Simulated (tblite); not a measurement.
Compound: C6H8O3.
Bonds: C1–C2, C2–C3 (double), C3–O4, O4–C5, C5–C6 (double), C6–C7, C7–O8, C6–O9, C2–O9. Hydrogens: H10, H11, H12 on C1; H13 on C3; H14 on C5; H15, H16 on C7; H17 on O8.

Computed with GFN2-xTB (tblite), gas phase: Langevin dynamics at 600 K from the optimised GFN2-xTB geometry, time step 0.5 fs, friction 0.01 fs⁻¹, 2000 steps.

Start geometry:
```
atom  x, y, z in Å
C1      2.642    0.135   -0.765
C2      1.389   -0.082    0.012
C3      1.333   -0.447    1.283
O4      0.158   -0.632    2.000
C5     -0.959   -0.269    1.268
C6     -0.930    0.091   -0.005
C7     -2.135    0.483   -0.815
O8     -3.354    0.138   -0.215
O9      0.243    0.148   -0.754
H10     2.682    1.165   -1.116
H11     3.510   -0.074   -0.149
H12     2.647   -0.515   -1.639
H13     2.206   -0.627    1.885
H14    -1.862   -0.291    1.852
H15    -2.157    1.571   -0.937
H16    -2.033    0.035   -1.815
H17    -3.388   -0.818   -0.099
```

The statistics below take the 31 frames saved every 25 fs from 250 to 1000 fs; their kinetic temperature (all 3N coordinates) averages 572 K.

Q: How do the bond lengths spread?

A: 
```tsv
bond	start (Å)	mean (Å)	standard deviation (Å)	shortest (Å)	longest (Å)
C1–C2	1.490	1.504	0.039	1.417	1.583
C2=C3	1.324	1.332	0.028	1.270	1.384
C3–O4	1.388	1.390	0.039	1.308	1.448
O4–C5	1.384	1.392	0.033	1.313	1.458
C5=C6	1.324	1.334	0.024	1.280	1.385
C6–C7	1.504	1.508	0.053	1.398	1.663
C7–O8	1.401	1.410	0.056	1.286	1.529
C6–O9	1.393	1.413	0.048	1.328	1.508
C2–O9	1.398	1.400	0.042	1.331	1.500
C1–H10	1.089	1.088	0.032	1.028	1.159
C1–H11	1.085	1.090	0.032	1.020	1.158
C1–H12	1.089	1.098	0.038	1.031	1.187
C3–H13	1.075	1.080	0.024	1.027	1.135
C5–H14	1.076	1.083	0.030	1.033	1.159
C7–H15	1.095	1.115	0.060	1.016	1.203
C7–H16	1.101	1.108	0.030	1.046	1.169
O8–H17	0.964	0.975	0.044	0.882	1.058
```

Q: How far does each atom move about its mean position (frames aligned on the start, all atoms weighted alike), and what rms force does it feel?

A: 
```json
{"atom": "C1", "rms displacement (Å)": "0.17", "rms force (eV/Å)": "2.09"}
{"atom": "C2", "rms displacement (Å)": "0.15", "rms force (eV/Å)": "2.53"}
{"atom": "C3", "rms displacement (Å)": "0.18", "rms force (eV/Å)": "2.58"}
{"atom": "O4", "rms displacement (Å)": "0.25", "rms force (eV/Å)": "2.09"}
{"atom": "C5", "rms displacement (Å)": "0.27", "rms force (eV/Å)": "2.20"}
{"atom": "C6", "rms displacement (Å)": "0.25", "rms force (eV/Å)": "2.88"}
{"atom": "C7", "rms displacement (Å)": "0.20", "rms force (eV/Å)": "2.93"}
{"atom": "O8", "rms displacement (Å)": "0.51", "rms force (eV/Å)": "2.80"}
{"atom": "O9", "rms displacement (Å)": "0.31", "rms force (eV/Å)": "1.76"}
{"atom": "H10", "rms displacement (Å)": "0.90", "rms force (eV/Å)": "1.11"}
{"atom": "H11", "rms displacement (Å)": "0.82", "rms force (eV/Å)": "1.21"}
{"atom": "H12", "rms displacement (Å)": "0.81", "rms force (eV/Å)": "1.30"}
{"atom": "H13", "rms displacement (Å)": "0.29", "rms force (eV/Å)": "0.95"}
{"atom": "H14", "rms displacement (Å)": "0.42", "rms force (eV/Å)": "1.16"}
{"atom": "H15", "rms displacement (Å)": "0.60", "rms force (eV/Å)": "1.87"}
{"atom": "H16", "rms displacement (Å)": "0.66", "rms force (eV/Å)": "1.14"}
{"atom": "H17", "rms displacement (Å)": "0.91", "rms force (eV/Å)": "2.01"}
```

The displacements run from 0.15 to 0.91 Å, the largest at H17.

Q: Follow the torsion C5–C6–C7–O8 through every second one of these frames.

A: 
```
t (fs)  C5–C6–C7–O8 (°)
   250              -79
   300              -75
   350              -66
   400              -42
   450              -37
   500              -31
   550               -3
   600               30
   650               -4
   700               10
   750              -13
   800              -47
   850              -29
   900                2
   950               24
  1000               22
```

Largest departure from the start value over all these frames: C5–C6–C7–O8 71° (start -14°).

Q: How widely does the potential energy scatter, against a harmonic estimate?

A: Mean 1.16 eV above the start, standard deviation 0.210 eV, range 0.87 to 1.62 eV. For 45 classical harmonic modes at 600 K the canonical values are 45kT/2 = 1.16 eV and kT·√(45/2) = 0.245 eV.

The run is classical and short, so these are rough statistics of one trajectory.

What follows is the cost of the whole dynamics run. Hardware: one thread of an AMD EPYC 9R14, shared host. Cost: 11 s, 0.18 GiB resident at most.
